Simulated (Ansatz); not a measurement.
C2H8OSi2 (`OC[SiH]1C[SiH2]1`). Charge 0, multiplicity 1.

```xyz
13

O     0.890    1.811    0.373
C     1.467    0.527    0.434
Si    0.302   -0.852   -0.114
C    -1.066   -0.402   -1.235
Si   -2.135   -0.519    0.402
H     0.004    1.762    0.755
H     2.321    0.525   -0.253
H     1.872    0.300    1.431
H     0.954   -2.178   -0.248
H    -1.354   -1.133   -1.986
H    -0.980    0.600   -1.652
H    -0.697   -1.239    1.123
H    -1.578    0.799    0.969
```

Give the diagnostics of a CCSD(T)/def2-TZVPP run (frozen core, Ansatz). (Estimate.)

The calculation gave: T1 = 0.0142, largest single amplitude 0.021, largest double 0.053, (T) share of the correlation energy 4.0 %, 10 CCSD cycles. The RHF solution is stable towards an unrestricted one. T1 lies under the customary mark of 0.02 for closed shells.
